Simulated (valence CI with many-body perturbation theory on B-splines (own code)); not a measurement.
**Forbidden lines of Tm36+**

Method: valence CI with perturbative core correlation (CI+MBPT): five valence electrons over a frozen Dirac-Fock core [Ar] 3d10, radial functions for each j: 11 s, 11 p, 10 d, 8 f, 5 g, 2 h, with the one-electron correlation potential Σ1, the two-electron term Σ2, the three-electron term Σ3, Breit, model QED; selected CI, second order for the rest, scaled by the run's own slope (own B-spline code, finite nucleus).

No measured spectrum was set against this ion. As an estimate, large intervals hold to a few tenths of a per cent, small ones and those within an open d or f shell to about a per cent. Among the levels kept, up to 2100 cm⁻¹ of a level comes from second order outside the variational space, and about a tenth of that is noise between levels of different J, which matters for small intervals.

Lines 1 to 19 of 19 in falling wavelength, among levels below 440.43 eV, chosen from the decays that carry over 1 % of a level's rate. Wavelengths and rates use the calculated energies. Electric multipoles are in the length gauge with retardation, E1 and E2 with the static RPA response of the core. M1 uses the relativistic operator with retardation. Weak lines are less certain than strong ones. Lines between different terms over intervals too small for the method are left out, as are lines whose strength nearly cancels. Branching is blank where the lifetime is uncertain.

Levels are named by their leading jj configuration (3d3/2^4 stands for four electrons in 3d with j = 3/2), which in mixed levels can hold well under half, so a name can repeat and another be missing. Letters in brackets count levels of one name in rising energy.

| λ vac (nm) | Upper | Lower | Type | A (s⁻¹) | Branch % |
| --- | --- | --- | --- | --- | --- |
| 86.56 | (4s^2 4p1/2 4p3/2 4d5/2) J=9/2 | (4s^2 4p1/2 4p3/2 4d3/2) J=7/2 | M1 | 1.82e+04 |  |
| 24.32 | (4s^2 4p3/2^2 4d5/2) J=9/2 | (4s^2 4p1/2 4p3/2 4d5/2) J=7/2 [b] | M1 | 5.80e+05 | 22.3 |
| 22.10 | (4s^2 4p1/2 4p3/2 4d5/2) J=9/2 | (4s^2 4p1/2^2 4d5/2) J=5/2 | E2 | 1.28e+04 |  |
| 20.76 | (4s^2 4p1/2 4p3/2^2) J=3/2 | (4s^2 4p1/2^2 4p3/2) J=3/2 | M1 | 2.20e+06 | 99.5 |
| 20.47 | (4s^2 4p3/2^3) J=3/2 | (4s^2 4p1/2 4p3/2^2) J=1/2 | M1 | 5.56e+05 | 12.4 |
| 19.85 | (4s^2 4p3/2^2 4d5/2) J=9/2 | (4s^2 4p1/2 4p3/2 4d5/2) J=9/2 | M1 | 1.01e+06 | 39.0 |
| 19.85 | (4s^2 4p3/2^2 4d5/2) J=9/2 | (4s^2 4p1/2 4p3/2 4d5/2) J=9/2 | E2 | 2.86e+04 | 1.1 |
| 19.18 | (4s^2 4p1/2 4p3/2^2) J=5/2 | (4s^2 4p1/2^2 4p3/2) J=3/2 | M1 | 3.92e+05 | 87.9 |
| 19.18 | (4s^2 4p1/2 4p3/2^2) J=5/2 | (4s^2 4p1/2^2 4p3/2) J=3/2 | E2 | 5.36e+04 | 12.0 |
| 18.57 | (4s^2 4p3/2^3) J=3/2 | (4s^2 4p1/2 4p3/2^2) J=5/2 | M1 | 7.13e+05 | 15.9 |
| 18.57 | (4s^2 4p3/2^3) J=3/2 | (4s^2 4p1/2 4p3/2^2) J=5/2 | E2 | 1.09e+05 | 2.4 |
| 18.28 | (4s^2 4p3/2^2 4d5/2) J=9/2 | (4s^2 4p1/2 4p3/2 4d5/2) J=7/2 [a] | M1 | 8.49e+05 | 32.6 |
| 18.28 | (4s^2 4p3/2^2 4d5/2) J=9/2 | (4s^2 4p1/2 4p3/2 4d5/2) J=7/2 [a] | E2 | 2.79e+04 | 1.1 |
| 17.51 | (4s^2 4p1/2 4p3/2^2) J=1/2 | (4s^2 4p1/2^2 4p3/2) J=3/2 | M1 | 1.52e+06 | 96.2 |
| 17.51 | (4s^2 4p1/2 4p3/2^2) J=1/2 | (4s^2 4p1/2^2 4p3/2) J=3/2 | E2 | 5.92e+04 | 3.8 |
| 17.30 | (4s^2 4p3/2^3) J=3/2 | (4s^2 4p1/2 4p3/2^2) J=3/2 | M1 | 3.06e+06 | 68.3 |
| 17.08 | (4s^2 4p1/2 4p3/2 4d5/2) J=9/2 | (4s 4p1/2^2 4p3/2^2) J=5/2 | E2 | 6.92e+03 |  |
| 16.15 | (4s^2 4p3/2^2 4d5/2) J=9/2 | (4s^2 4p1/2 4p3/2 4d3/2) J=7/2 | M1 | 5.76e+04 | 2.2 |
| 8.262 | (4s^2 4p1/2 4p3/2 4d5/2) J=9/2 | (4s^2 4p1/2 4p3/2^2) J=5/2 | M2 | 3.99e+03 |  |
